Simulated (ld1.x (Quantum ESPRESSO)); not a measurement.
## Mn (Z = 25), ultrasoft: configuration errors across variants

ld1.x (Quantum ESPRESSO) 7.5 input, shortened:

```
&input
   title='Mn', zed=25., rel=2, dft='BP', iswitch=3,
   config='[Ar] 3d5 4s1 4p0', rel_dist='average'
 /
 &inputp
   pseudotype=3, tm=.true., lloc=-1, rcloc=1.30,
   nlcc=.false.,
   which_augfun='PSQ', rmatch_augfun=0.95
 /
6
4S  1  0   1.00   0.00  1.65  2.20  0.0
4S  1  0   0.00   1.30  1.65  2.20  0.0
4P  2  1   0.00   0.00  2.65  3.05  0.0
4P  2  1   0.00   0.20  2.65  3.05  0.0
3D  3  2   5.00   0.00  1.30  1.40  0.0
3D  3  2   0.00  -0.25  1.30  1.40  0.0
 &test
   configts(1)='3d5 4s1 4p0'
 /
```

Open shells are filled in proportion to 2j + 1 (rel_dist='average').

All-electron excitation energies from the reference (eV): (1) 3d5 4s2 4p0 -8.606; (2) 3d5 4s0 4p0 15.706; (3) 3d4 4s0 4p0 48.283; (4) 3d5 4s0 4p1 4.777; (5) 3d4 4s2 4p0 4.723; (6) 3d6 4s0 4p0 -1.595; (7) 3d4 4s2 4p1 -0.790.

The overlap operator is not positive definite (basis up to 400 Ry) in “all radii scaled by about 1.30 (s 2.86, p 3.98, d 1.82 bohr, rcut 2.16/3.46/1.70); local potential all-electron potential smoothed inside 1.70 bohr (lloc = -1); augmentation PSQ, radius 1.24 bohr”, “all radii scaled by about 1.39 (s 3.06, p 4.24, d 1.94 bohr, rcut 2.28/3.68/1.80); local potential all-electron potential smoothed inside 1.80 bohr (lloc = -1); augmentation PSQ, radius 1.32 bohr”. Such files are unfit for use, however small their errors in these radial tests.

Tests that are not counted but printed errors over 1 eV. “all radii scaled by about 1.17 (s 2.58, p 3.56, d 1.64 bohr, rcut 1.94/3.10/1.52); local potential all-electron potential smoothed inside 1.52 bohr (lloc = -1); augmentation PSQ, radius 1.12 bohr”: 3d4 4s2 4p0 (solver errors, printed error -257 eV).

4 further variants failed, have other tests or too few solved ones, and are left out.

A true bound ghost makes a file unfit for plane-wave use even where its test errors are small: the radial tests pick states by their node count and pass the ghost by. Where a test does run into it, the solver fails or the error is huge.

Errors AE − PS in meV (a dash: test not solved or not reliable):

```tsv
change	(1)	(2)	(3)	(4)	(5)	(6)	(7)	bound ghosts
base	+7.5	+28	-144	+8.0	-55	-35	-21	s
all radii scaled by about 1.17 (s 2.58, p 3.56, d 1.64 bohr, rcut 1.94/3.10/1.52); local potential all-electron potential smoothed inside 1.52 bohr (lloc = -1); augmentation PSQ, radius 1.12 bohr	+13	+21	-148	+6.9	–	-45	–	s
all radii scaled by about 1.30 (s 2.86, p 3.98, d 1.82 bohr, rcut 2.16/3.46/1.70); local potential all-electron potential smoothed inside 1.70 bohr (lloc = -1); augmentation PSQ, radius 1.24 bohr	+9.7	+22	-105	–	–	–	–	not determined (overlap not positive)
all radii scaled by about 1.39 (s 3.06, p 4.24, d 1.94 bohr, rcut 2.28/3.68/1.80); local potential all-electron potential smoothed inside 1.80 bohr (lloc = -1); augmentation PSQ, radius 1.32 bohr	+8.5	+16	+212	+5.3	+265	–	–	not determined (overlap not positive)
```

(1) Give the same row for: all radii scaled by about 1.22 (s 2.68, p 3.70, d 1.70 bohr, rcut 2.00/3.22/1.58); local potential all-electron potential smoothed inside 1.58 bohr (lloc = -1); augmentation PSQ, radius 1.16 bohr.

## Answers

(1) +10, +22, -149, +10, –, –, –; bound ghosts: none.
